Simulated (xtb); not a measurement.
C₆H₁₀, SMILES C1CC=C(C)C1. All values are semi-empirical tight-binding results from xtb (GFN2-xTB unless named), good for trends rather than for accurate numbers. Geometry optimised at GFN2-xTB. The values are those of a single conformer.

Estimate the properties. (An estimate is asked for; the answer gives what the named calculation found.)


```
Item                                             Result
----------------------------------------  -------------
orbital gap                                     5.04 eV
dipole moment                                    0.39 D
zero-point energy                         89.3 kcal/mol
G − E(el) at 298.15 K (modified RRHO)     70.6 kcal/mol
static polarisability (D4 model)             69.1 bohr³
solvation energy, GFN2-xTB/ALPB(water)    -0.4 kcal/mol
solvation energy, GFN2-xTB/ALPB(benzene)  -4.5 kcal/mol
```

Computed IR lines (harmonic; lines under 4 % of the strongest left out, lines within 3 cm⁻¹ merged):
ν (cm⁻¹): 784 (w), 997 (w), 1040 (w), 1222 (w), 1253 (w), 1306 (w), 1479 (w), 1484 (w), 1740 (w), 2932 (m), 2936 (m), 2976 (w), 2981 (vs), 2991 (s), 2994 (s), 3009 (vs), 3043 (m), 3112 (s) (against the strongest line: vs over 80 %, s over 45 %, m over 15 %, w over 4 %, vw less)
